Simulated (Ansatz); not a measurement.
ClGaH$_{2}$ (`[Cl][GaH2]`) at its PBE0-D4/def2-TZVP geometry, where that method's forces vanish. The species carries charge 0 and has multiplicity 1.

```xyz
4

Cl    1.8648   -0.0459    0.5417
Ga   -0.1981    0.0049   -0.0575
H    -0.4657   -0.3792   -1.5415
H    -1.2010    0.4202    1.0573
```

Question: What forces (eV/Å) does ωB97M-V/def2-TZVPP give on these atoms in Ansatz 0.2.0? (Best estimate.)

Answer: The calculation gave: 
```
Cl1  0.022 -0.001  0.006
Ga2 -0.137  0.003 -0.040
H3   0.021  0.038  0.145
H4   0.094 -0.041 -0.112
```
